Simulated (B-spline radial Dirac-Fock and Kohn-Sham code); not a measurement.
# Elastic and transport cross sections of holmium for electrons

Level of theory: relativistic (Dirac) partial waves in the static field of the Dirac-Fock atom with Furness-McCarthy exchange, without polarisation or absorption potentials; a radial finite-basis atomic code. σ_tr1 and σ_tr2 weight the cross section with 1 − P₁ and 1 − P₂ of cos θ; "backward" is the share scattered beyond 90°.

```
energy (eV)  σ (a₀²)  σ_tr1 (a₀²)  σ_tr2 (a₀²)  σ/σ_tr1  backward (%)
      53800     1.07       0.0101       0.0222      106          0.15
      58500     1.01      0.00886       0.0197      114          0.13
      60800    0.989      0.00834       0.0186      119          0.13
      71500    0.891      0.00646       0.0146      138          0.10
      80800    0.825      0.00533       0.0122      155         0.088
     100000    0.722      0.00381      0.00888      189         0.066
     110000    0.681      0.00328      0.00771      207         0.058
     123000    0.637      0.00276      0.00653      231         0.050
     124000        ?            ?            ?        ?             ?
     144000    0.581      0.00215      0.00516      270         0.040
     145000    0.579      0.00213      0.00511      272         0.040
     200000    0.486      0.00129      0.00317      376         0.025
     300000    0.402     0.000695      0.00174      578         0.014
```

Question: Fill in the row for 124 keV.

Answer: σ = 0.634 a₀², σ_tr1 = 0.00272 a₀², σ_tr2 = 0.00645 a₀², σ/σ_tr1 = 233, backward 0.049 %. The ratio σ/σ_tr1 is roughly the number of elastic collisions that randomise the direction.

Values without a named source are computed, but for edge energies of neutral atoms, which are taken from tables.
